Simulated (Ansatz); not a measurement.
AuF₃H₆NPSi₂ (`F[P+](F)(F)[Au-][N]([SiH3])[SiH3]`). The species carries charge 0 and has multiplicity 1. Au: def2 effective core potential.

Cartesian coordinates in Å:
```
F 0.664 -3.396 -2.414
P -0.421 -2.863 -1.453
F -0.584 -4.101 -0.545
F -1.667 -3.026 -2.350
Au -0.112 -0.932 -0.501
N 0.177 0.840 0.360
Si -0.877 2.121 -0.094
Si 1.331 0.921 1.633
H -1.057 2.164 -1.574
H -0.306 3.421 0.359
H -2.243 1.996 0.494
H 2.584 0.202 1.264
H 0.849 0.305 2.904
H 1.660 2.346 1.916
```

List the harmonic frequencies (cm⁻¹, unscaled) at PBE0-D4/def2-TZVP in Ansatz. (An estimate is asked.)

The calculation gave: 2i, 40, 44, 47, 49, 126, 139, 153, 222, 234, 246, 377, 378, 396, 532, 655, 674, 706, 709, 886, 933, 934, 939, 948, 948, 952, 968, 969, 1000, 1039, 2178, 2182, 2194, 2199, 2199, 2210.
